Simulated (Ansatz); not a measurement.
Molecule: tetrachlorogermane, GeCl4, net charge 0, singlet state. 
Coordinates optimised at B3LYP-D3(BJ)/def2-TZVP (Ansatz, a first-principles code):
```xyz
5

Cl    -0.9542    -1.5294    -1.1416
Ge     0.0000     0.0000     0.0000
Cl     2.0871    -0.4190     0.1462
Cl    -0.2815     1.8846    -0.9602
Cl    -0.8514     0.0638     1.9555
```
Charge 0, spin multiplicity 1.

Parts of the frozen-core correlation energy in STO-3G (Ansatz, hartree). Frozen orbitals: 34; correlated occupied orbitals by spin: 16 and 16; virtual: 4 and 4. No spin-orbit coupling. Non-relativistic.

```
term                             value
-------------------------  -----------
reference (HF)             -3870.29777
MP2 opposite-spin             -0.03942
MP2 same-spin                 -0.00731
CCSD correlation              -0.05883
(T)                           -0.00183
FCI minus CCSD(T)             -0.00045
T1 diagnostic                    0.006
largest doubles amplitude        0.036
```
